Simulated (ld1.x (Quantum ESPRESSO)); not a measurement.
**Which change was made? (Cu, PAW)**

```json
{
  "Element": "Cu (Z = 29)",
  "Generator": "ld1.x (Quantum ESPRESSO) 7.5",
  "Type": "PAW",
  "Functional": "LDA (PZ)",
  "Relativity": "scalar-relativistic",
  "Frozen core": "[Ne]",
  "Valence charge": "19",
  "Reference configuration": "3s2 3p6 3d10 4s1 4p0",
  "Partial waves": "3s (bound): rcut 0.95, rcutus 1.20 bohr; 4s (bound): rcut 0.95, rcutus 1.20 bohr; 3p (bound): rcut 1.05, rcutus 1.10 bohr; 4p (bound, empty): rcut 1.05, rcutus 1.10 bohr; 3d (bound): rcut 0.80, rcutus 1.05 bohr; 3d channel at 0.95 Ry: rcut 0.80, rcutus 1.05 bohr",
  "Local potential": "all-electron potential smoothed inside 0.90 bohr (lloc = -1)",
  "Core correction": "a·sin(br)/r model core, default radius (ld1.x builds one for every PAW set, though the input has nlcc=.false.)",
  "Augmentation charge": "BESSEL, radius 0.60 bohr"
}
```

Cutoffs, loose and tight: the cutoffs (Ry, on a coarse ladder) from which the occupation-weighted sum of valence levels, in a spherical-Bessel basis at the reference potential, stays within 10 and 1 mRy of its value at 400 Ry. They do not see the model core or the augmentation charge, which bear on the density cutoff. Test errors are all-electron minus pseudo excitation energies from the reference, over the configurations 3s2 3p6 3d10 4s0 4p0; 3s2 3p6 3d9 4s0 4p0; 3s2 3p6 3d8 4s0 4p0; 3s2 3p5 3d10 4s1 4p0; 3s2 3p6 3d9 4s1 4p1; 3s2 3p6 3d7 4s0 4p0; 3s2 3p6 3d9 4s2 4p0 (two spin-polarised tests are not counted in the largest error); variants that change the core or the reference have their own tests.

The base gives: outcome: generated, overlap not positive; bound ghosts: not determined (overlap not positive); largest test error (meV): -34.

(1) After one change the result is: outcome: generated; cutoff, loose: 160 Ry; cutoff, tight: 260 Ry; bound ghosts: none; largest test error (meV): -34. Which change was it?
A. waves 3p (bound): rcut 1.05, rcutus 1.22 bohr; 4p (bound): rcut 1.05, rcutus 1.22 bohr
B. waves 3p (bound): rcut 0.70, rcutus 0.74 bohr; 4p (bound): rcut 0.70, rcutus 0.74 bohr
C. waves 3p (bound): rcut 1.05, rcutus 1.62 bohr; 4p (bound): rcut 1.05, rcutus 1.62 bohr

Results:

(1) B. The others give: waves 3p (bound): rcut 1.05, rcutus 1.22 bohr; 4p (bound): rcut 1.05, rcutus 1.22 bohr → outcome: generated, overlap not positive; bound ghosts: not determined (overlap not positive); largest test error (meV): +44 | waves 3p (bound): rcut 1.05, rcutus 1.62 bohr; 4p (bound): rcut 1.05, rcutus 1.62 bohr → outcome: generated, overlap not positive; bound ghosts: not determined (overlap not positive); largest test error (meV): -1512. A file whose overlap is not positive is unfit for use, and its test errors describe a broken file.
